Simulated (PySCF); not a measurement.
## How the method changes the constants of NaSn

State: ⁴Σ⁻ (quartet), unpaired electrons σ ↑, π ↑↑. Set-up: Na x2c-SVPall, Sn x2c-SVPall; spin-free X2C with a Gaussian nucleus (PySCF 2.14). De refers to Na + Sn in their high-spin ground configurations, without counterpoise correction. The functionals are run spin-unrestricted. A positive dipole means Na(−)Sn(+).

```
      Level  Re (Å)  ωe (cm⁻¹)  De (eV)  μ (D)  CPU s a point (SCF and correlation, without the integrals)
        UHF   2.948        185     0.83  -8.19                                                        0.16
    UHF-MP2   2.935        191     1.21    n/a                                                        0.26
UHF-SCS-MP2   2.939        190     1.07    n/a                                                         n/a
   UHF-CCSD   2.941        188     1.16    n/a                                                         n/a
UHF-CCSD(T)   2.941        189     1.18    n/a                                                         2.4
        PBE   2.923        177     1.22  -6.18                                                        0.66
       BLYP   2.948        168     1.01  -5.65                                                        0.49
     r²SCAN   2.904        187     1.35  -7.13                                                        0.81
      M06-L   2.935        186     1.32  -8.26                                                         0.9
       PBE0   2.905        185     1.21  -6.89                                                         1.3
  BHandHLYP   2.896        186     1.01  -6.94                                                        0.58
      ωB97X   2.879        195     1.09  -7.99                                                         1.5
```

Q: Which functional lies closest to UHF-CCSD(T) in De, which farthest, and by how much do they differ from it?

A: Closest is PBE0 (-3.6 pm in Re, -2.1 % in ωe, +0.03 eV in De against UHF-CCSD(T) in the same basis), farthest r²SCAN (-3.7 pm in Re, -1.1 % in ωe, +0.17 eV in De). CCSD(T) converges more slowly with the basis than the functionals do and binds too weakly in this one, so the order can change at the basis-set limit.

Q: What does a quarter of exact exchange do here, going from PBE to PBE0?

A: PBE0 less PBE: -1.8 pm in Re, +4.5 % in ωe, -0.01 eV in De. Exact exchange removes part of the self-interaction that spreads semilocal densities, and in most molecules shortens and stiffens the bond and lowers De; so it does here.

Q: What does second-order correlation do here, going from UHF to UHF-MP2?

A: UHF-MP2 less UHF: -1.3 pm in Re, +3.2 % in ωe, +0.38 eV in De. Correlation nearly always deepens the well. The bond shortens, as in weak, metallic or heavy-atom bonds, where dispersion and the correlation of outer-core electrons pull the atoms together.

Correlated steps freeze 19 core orbitals. Correlated levels converge slowly with the basis: in double zeta they bind strong bonds too weakly, by up to about 1 eV, and carry superposition errors of some tenths. Spin–orbit coupling is left out, which matters for elements this heavy, above all for dissociation energies. Counting both spins, an empty level lies below a filled one in some of these solutions, because spin and occupation are held. The state is the lowest determinant that a PBE0 search found; another state may lie lower at other levels.

The whole job (state search and all levels along the bond) took about 2.6 min on 1 thread of Oxide Virtual Turin-like (shared host), peak memory 0.61 GiB.
